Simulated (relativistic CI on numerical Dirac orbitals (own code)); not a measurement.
Hyperfine structure of Dy LXI, mass number 163

Computed by Dirac-Coulomb-Breit CI, separate exchange-only KLI orbitals for each configuration, model QED (radiative potential, 1s self-energy scaled to tabulated hydrogen-like ionisation energies), unscaled Slater integrals (own radial code, finite nucleus).

Configurations in the expansion (outside the closed core 1s2): 2s2 2p2, 2s 2p3, 2p4, 2p3 3s, 2p3 3p, 2p3 3d, 2s2 2p 3s, 2s2 2p 3p, 2s2 2p 3d, 2s 2p2 3s, 2s 2p2 3p, 2s 2p2 3d, 2s2 2p 4s, 2s2 2p 4p, 2s2 2p 4d, 2s2 2p 4f. Levels of other configurations are missing.

Nuclear spin I = 5/2, μ = 0.671 μN, Q = 2.65 b (tables of Stone and Pyykkö). The electronic factors are computed for point nuclear moments, without core polarisation or the Bohr-Weisskopf and QED corrections.

| Level | E (10³ cm⁻¹) | A (GHz) | B (GHz) |
| --- | --- | --- | --- |
| 2s2 2p2 3P_1 | 6718.6 | -109 | 1510 |
| 2s2 2p2 1D_2 | 6862.9 | 424.6 | 2800 |
| 2s2 2p2 3P_2 | 13730.2 | 160.4 | 215 |
| 2s 2p3 3D°_3 | 15608.1 | 948.8 | -7.47 |
| 2s 2p3 3S°_1 | 16186.2 | -815.7 | -1110 |
| 2s 2p3 1D°_2 | 16268.3 | -58.19 | -405 |
| 2s 2p3 3P°_1 | 16295.8 | 2306 | 600 |
| 2p4 3P_2 | 18426.2 | 154.2 | 205 |

Levels with J = 0, under 50 % of one LS term, or S terms without an open s electron are left out. Small factors come from cancelling terms and can be off by tens of per cent or more.

At this charge energies of transitions that change n are usually good to better than 1 %, and those within a shell (Δn = 0) to a few per cent.

Q: Give the hyperfine levels of 2s2 2p2 1D_2 relative to its centre of gravity.

A: With K = F(F + 1) − I(I + 1) − J(J + 1), E = AK/2 + B[¾K(K + 1) − I(I + 1)J(J + 1)]/[2I(2I − 1)J(2J − 1)]: F = 1/2: -1012, F = 3/2: -1635, F = 5/2: -1974, F = 7/2: -978.2, F = 9/2: 2823 GHz.

LS names give the leading component of a level, which can be under half, so a name can repeat, a term be missing and a line seem to break the LS rules.
